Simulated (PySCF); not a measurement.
## Ionising SrF

UHF-CCSD; Sr def2-SVP with ECP28, F def2-SVP; scalar-relativistic core potentials (PySCF 2.14). Neutral (UHF): doublet (σ ↑), Re = 2.121 Å, ωe = 523 cm⁻¹, De = 4.80 eV.

SrF⁺ (RHF): singlet (closed shell), Re = 2.056 Å, ωe = 593 cm⁻¹, De = 4.96 eV to Sr⁺ + F. The energies at the minima are -130.03708 hartree for SrF and -129.84023 for SrF⁺.

Work out the adiabatic ionisation energy, without and with harmonic zero-point energies (1 hartree = 27.2114 eV, 1 eV = 8065.5 cm⁻¹), and the change of the bond length.

At CCSD: 0.19685 hartree = 5.357 eV between the minima; the zero-point term (593.0 − 523.0)/2 cm⁻¹ = +0.004 eV makes it 5.361 eV. Re changes by -6.5 pm against the neutral. The electron leaves a σ orbital, and the shorter bond of the ion fits an antibonding orbital, or a change in how ionic the bond is.

Correlated steps freeze 1 core orbital. Correlated levels converge slowly with the basis: in double zeta they bind strong bonds too weakly, by up to about 1 eV, and carry superposition errors of some tenths. For an ion De counts to the pair picked by the measured ionisation energies or electron affinities, which need not be the lowest pair at this level. Where the molecule has an RHF reference, its open-shell atoms are computed with UHF. States were picked by a PBE0 search and need not be the measured ground states.

Neutral and ion stand on different kinds of reference determinant, which adds to the error of the difference.
